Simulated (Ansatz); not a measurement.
C$_{2}$H$_{4}$BFSi (`FC1=CB[SiH2]1`), charge 0, multiplicity 1.

Task: Give a relaxed structure at PBE0-D4/def2-TZVP (Ansatz 0.2.0). (An estimate is asked.)

Result: Computed: 
Cartesian coordinates in Å:
```
F 0.3113 2.3258 0.2073
C 0.1842 1.0198 0.0556
C 1.0108 0.2428 -0.6945
B 0.3849 -1.1347 -0.4915
Si -1.0196 -0.2984 0.6892
H 1.8696 0.6043 -1.2558
H 0.7115 -2.1940 -0.9249
H -1.0251 -0.4618 2.1692
H -2.4275 -0.1039 0.2454
```
Point group Cs.
This is one stationary point; other conformers may exist.
